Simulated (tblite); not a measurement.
Record of a relaxation.

CH₈Ge₂O₂P (doublet state).
Atom-mapped SMILES: `[CH3:1][O:2][Ge@@H:3]([PH2:4])[O:5][GeH2:6]` (hydrogens: H7, H8, H9 on C1; H10 on Ge3; H11, H12 on P4; H13, H14 on Ge6)

Computed with GFN2-xTB (tblite), gas phase: L-BFGS steps from a force-field or distance-geometry start until the largest atomic force falls under 0.01 eV/Å. 7 of its 225 geometries are shown.

Step 0: E = -563.7547 eV, largest atomic force 1.248 eV/Å
```
atom  x, y, z in Å  |  force x, y, z in eV/Å
C1     -1.522   -1.361    0.402   -1.099  -0.590   0.043
O2     -0.377   -0.823    0.981    0.445   0.223  -0.453
Ge3     0.159    0.581    0.003   -0.214   1.061   0.202
P4     -0.917    2.469    0.738   -0.518   0.559  -0.336
O5      1.917    0.809    0.175   -0.091  -0.369   0.088
Ge6     2.639   -0.587   -0.686   -0.188  -0.284  -1.170
H7     -2.353   -0.605    0.381    0.490  -0.592  -0.187
H8     -1.869   -2.211    1.019    0.216   0.350  -0.169
H9     -1.316   -1.743   -0.620   -0.310   0.235   0.384
H10    -0.217    0.373   -1.491    0.193  -0.437  -0.003
H11    -2.196    2.081    0.164    0.907   0.216   0.199
H12    -0.513    3.257   -0.395   -0.293  -0.541   0.499
H13     4.165   -0.359   -0.826    0.332   0.238   0.450
H14     2.399   -1.881    0.131    0.130  -0.068   0.451
```

Step 37: E = -564.5233 eV, largest atomic force 0.217 eV/Å
```
atom  x, y, z in Å  |  force x, y, z in eV/Å
C1     -1.744   -1.517    0.417    0.098   0.060   0.001
O2     -0.586   -0.718    0.506    0.120   0.015   0.029
Ge3    -0.018    0.661   -0.467   -0.060  -0.106   0.179
P4     -0.461    2.536    0.792    0.061  -0.031  -0.005
O5      1.717    0.472   -0.525   -0.084  -0.104  -0.025
Ge6     3.050   -0.692   -0.736   -0.005   0.096  -0.011
H7     -2.652   -0.924    0.571    0.048  -0.064  -0.076
H8     -1.675   -2.263    1.214   -0.002   0.043  -0.078
H9     -1.788   -2.026   -0.550   -0.122   0.020   0.045
H10    -0.499    0.458   -1.913    0.000  -0.019  -0.073
H11    -1.834    2.342    0.651   -0.002   0.019  -0.010
H12    -0.408    3.377   -0.312   -0.007   0.054  -0.009
H13     4.156    0.158    0.029    0.011   0.037  -0.006
H14     2.741   -1.863    0.299   -0.057  -0.020   0.040
```

Step 75: E = -564.5595 eV, largest atomic force 0.079 eV/Å
```
atom  x, y, z in Å  |  force x, y, z in eV/Å
C1     -1.759   -1.531    0.401   -0.026  -0.010  -0.012
O2     -0.494   -0.908    0.382   -0.069  -0.038  -0.005
Ge3    -0.055    0.549   -0.535   -0.037  -0.031  -0.016
P4     -0.311    2.399    0.814   -0.026   0.049   0.004
O5      1.644    0.365   -0.816    0.019   0.011   0.011
Ge6     3.103   -0.623   -0.638   -0.010  -0.005  -0.014
H7     -2.555   -0.844    0.706    0.064   0.005   0.018
H8     -1.707   -2.349    1.122    0.027   0.033  -0.035
H9     -2.014   -1.936   -0.583   -0.002  -0.004   0.024
H10    -0.715    0.441   -1.927    0.045  -0.021  -0.020
H11    -1.697    2.371    0.661   -0.014  -0.007   0.029
H12    -0.172    3.276   -0.257    0.035   0.015   0.010
H13     4.008    0.451    0.133   -0.007   0.014  -0.016
H14     2.723   -1.659    0.513   -0.001  -0.008   0.022
```

Step 112: E = -564.6305 eV, largest atomic force 0.073 eV/Å
```
atom  x, y, z in Å  |  force x, y, z in eV/Å
C1     -1.801   -1.476    0.433    0.023  -0.022  -0.059
O2     -0.569   -1.172   -0.182   -0.021   0.026   0.007
Ge3    -0.069    0.452   -0.697    0.009   0.011  -0.026
P4     -0.746    2.004    0.884    0.013  -0.040   0.060
O5      1.663    0.336   -0.748   -0.009  -0.002   0.013
Ge6     3.029   -0.754   -0.436   -0.016   0.012   0.000
H7     -2.040   -0.774    1.239    0.027  -0.018  -0.038
H8     -1.707   -2.482    0.844   -0.025   0.004   0.055
H9     -2.616   -1.468   -0.296    0.004   0.011   0.023
H10    -0.436    0.592   -2.181    0.005  -0.006  -0.005
H11    -1.834    2.409    0.115   -0.002  -0.001  -0.014
H12     0.072    2.989    0.353    0.014   0.021  -0.021
H13     4.157    0.387   -0.485   -0.013   0.006  -0.012
H14     2.895   -1.042    1.134   -0.010  -0.003   0.017
```

Step 149: E = -564.6819 eV, largest atomic force 0.053 eV/Å
```
atom  x, y, z in Å  |  force x, y, z in eV/Å
C1     -1.843   -1.430    0.365   -0.003  -0.001   0.010
O2     -1.246   -0.940   -0.811    0.005   0.020  -0.004
Ge3    -0.134    0.431   -0.927   -0.011  -0.041   0.011
P4     -0.518    1.738    0.948    0.002  -0.002   0.031
O5      1.551   -0.064   -0.819   -0.027   0.005   0.005
Ge6     3.057   -0.718   -0.204   -0.016  -0.027   0.013
H7     -1.979   -0.636    1.111    0.018  -0.006   0.018
H8     -1.239   -2.224    0.807    0.026  -0.023   0.000
H9     -2.824   -1.829    0.101   -0.004  -0.019  -0.026
H10    -0.290    0.666   -2.416    0.015   0.039   0.013
H11    -1.672    2.293    0.402   -0.011   0.035  -0.012
H12     0.282    2.783    0.511    0.008   0.014  -0.051
H13     4.004    0.554   -0.490    0.001   0.007  -0.003
H14     2.849   -0.626    1.400   -0.004  -0.001  -0.006
```

Step 187: E = -564.7059 eV, largest atomic force 0.098 eV/Å
```
atom  x, y, z in Å  |  force x, y, z in eV/Å
C1     -1.653   -1.538    0.369   -0.041  -0.046   0.003
O2     -1.381   -0.789   -0.791    0.064  -0.001  -0.007
Ge3    -0.241    0.552   -0.908    0.053   0.037  -0.043
P4     -0.524    1.978    0.894   -0.020  -0.015  -0.038
O5      1.428    0.001   -0.801   -0.093  -0.005  -0.029
Ge6     2.823   -0.842   -0.153   -0.024  -0.025  -0.037
H7     -1.788   -0.893    1.246    0.001  -0.047  -0.050
H8     -0.845   -2.248    0.575   -0.026   0.047   0.002
H9     -2.577   -2.092    0.181    0.043   0.026   0.061
H10    -0.418    0.837   -2.388   -0.001  -0.020   0.028
H11    -1.609    2.603    0.280    0.016   0.024   0.030
H12     0.385    2.893    0.377   -0.019   0.018   0.021
H13     3.875    0.352   -0.332    0.046   0.011   0.012
H14     2.526   -0.815    1.429    0.002  -0.002   0.046
```

Step 224: E = -564.7195 eV, largest atomic force 0.009 eV/Å
```
atom  x, y, z in Å  |  force x, y, z in eV/Å
C1     -1.443   -1.534    0.379    0.001  -0.001  -0.008
O2     -1.376   -0.735   -0.778   -0.004  -0.005   0.006
Ge3    -0.302    0.661   -0.940    0.004   0.005   0.003
P4     -0.602    2.078    0.869    0.005  -0.004   0.004
O5      1.366    0.114   -0.831    0.000   0.000  -0.002
Ge6     2.566   -0.994   -0.171    0.000  -0.002   0.004
H7     -1.717   -0.944    1.259    0.001   0.000   0.000
H8     -0.480   -2.023    0.573    0.000  -0.001   0.002
H9     -2.203   -2.298    0.208    0.001   0.003  -0.004
H10    -0.509    0.927   -2.417   -0.001  -0.002  -0.002
H11    -1.659    2.746    0.255   -0.001   0.002   0.000
H12     0.335    2.990    0.401   -0.004   0.003  -0.002
H13     3.818    0.011   -0.235   -0.001  -0.001  -0.004
H14     2.205   -1.000    1.407    0.000   0.003   0.002
```

Problem. Summarise the path.

Solution. The energy falls by 0.9648 eV from step 0 to step 224; nine tenths of that is first reached at step 102. It rises by more than 0.2 meV at steps 81, 85, 88, 128, 131, 134 and 137. The largest force goes from 1.248 to 0.009 eV/Å. Among the bonds Ge6–H14 changes most, from 1.549 to 1.619 Å; the atoms move by 1.177 Å rms after alignment.

What follows is the cost of the whole relaxation. Hardware: one thread, Arm Neoverse V1 (aarch64), no GPU, shared host. Cost: 1.7 s wall.
